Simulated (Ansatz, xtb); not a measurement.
Ligand exchange: HBr + C4H4ClN → HCl + C4H4BrN

Species: HBr (hydrogen bromide), singlet; C4H4ClN `Clc1ccc[nH]1`, singlet; HCl, singlet; C4H4BrN `Brc1ccc[nH]1`, singlet. The partners trade Br for Cl: H–Br and C–Cl bonds give way to H–Cl and C–Br.

Shapes, held fixed at every level: PBE0-D4/def2-TZVP. Programs: Ansatz 0.2.0, xtb 6.7.1. The zero-point and thermal change to 298 K, harmonic and unscaled (PBE0-D4/def2-TZVP), is +1.1 kJ/mol.

(1) Estimate ΔH(298 K) of this reaction.

Results:

(1) The highest level, CCSD(T)/def2-TZVPP, gives ΔH(298 K) = -7.7 kJ/mol; the levels span -7.7 to +15.8. They disagree on the sign: 3 of 9 are positive. The column of differences is taken from that level and isn't an error. No measured value is set beside it here. Relativity is left out for Br. Outer-core shells of Br are correlated, in sets that cover them unevenly. CCSD(T)/def2-TZVPP lies outside the range of all other levels here, so it shouldn't be taken on trust. Times are processor times on shared x86 and Arm servers, and rough.

| level | kind | ΔH(298 K) (kJ/mol) | less CCSD(T)/def2-TZVPP | CPU time (sum over the molecules) |
| --- | --- | --- | --- | --- |
| GFN1-xTB | semi-empirical | +15.8 | +23.5 | 0.11 s |
| HF/def2-SVP | Hartree–Fock | +1.4 | +9.1 | – |
| PBE-D4/def2-TZVPP | GGA | -1.9 | +5.8 | 17 s |
| r2SCAN-D4/def2-TZVPP | meta-GGA | -1.4 | +6.3 | 36 s |
| PBE0-D4/def2-TZVPP | global hybrid | -1.9 | +5.8 | 25 s |
| wB97M-V/def2-TZVPP | range-separated hybrid | -2.5 | +5.2 | 79 s |
| wB97X-V/def2-TZVPP | range-separated hybrid | -2.2 | +5.5 | 50 s |
| CCSD(T)/def2-SVP | coupled cluster or CI | +2.2 | +9.9 | 44 s |
| CCSD(T)/def2-TZVPP | coupled cluster or CI | -7.7 | 0.0 | 19 min |
